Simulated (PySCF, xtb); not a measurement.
Se(I)(NH2) (H₂INSe), SMILES N[Se]I. One conformer was computed; it need not be the lowest.

Harmonic wavenumbers (cm⁻¹) from GFN2-xTB (xtb) at its own minimum, in rising order: 169, 251, 358, 479, 702, 899, 1457, 3362, 3398.

Question: What does B3LYP-D3(BJ)/def2-SVP (PySCF) give at its own minimum? (An estimate is asked for; the answer gives what the named calculation found.)

Answer: 156, 220, 455, 547, 776, 995, 1559, 3512, 3626. Paired by order, the mean absolute difference is 96 cm⁻¹ and the zero-point energies are 15.8 and 16.9 kcal/mol.
